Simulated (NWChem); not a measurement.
# CH$_{6}$F$_{2}$N$_{2}$Si; SMILES NC[Si](N)(F)F

```xyz
12

N      0.0201    -2.3977     0.0827
C      0.8245    -1.2336    -0.3551
Si     0.0246     0.4281    -0.0238
N     -1.4666     0.5720    -0.8556
F      1.0782     1.6110    -0.3431
F     -0.3348     0.5859     1.5388
H     -0.9163    -2.3237    -0.3141
H     -0.1081    -2.3550     1.0932
H      1.8055    -1.2876     0.1326
H      1.0335    -1.3431    -1.4285
H     -1.4961     0.5205    -1.8669
H     -2.1762     1.2042    -0.5034
```
Atoms are numbered in this order, from 1.

Computed with NWChem. Medium grid unless said otherwise, to which SCAN and Minnesota functionals are sensitive. Geometry: optimised at B3LYP/6-31G* (spherical d).

Q: Among these, which level gives the highest value of “orbital gap (eV)”?
A) Hartree-Fock/def2-TZVP
B) TPSSh/def2-TZVP
C) PBE/def2-TZVP
D) M06-2X/def2-TZVP

A: A, Hartree-Fock/def2-TZVP. Values: PBE/def2-TZVP 5.07; TPSSh/def2-TZVP 6.29; M06-2X/def2-TZVP 9.35; Hartree-Fock/def2-TZVP 13.56
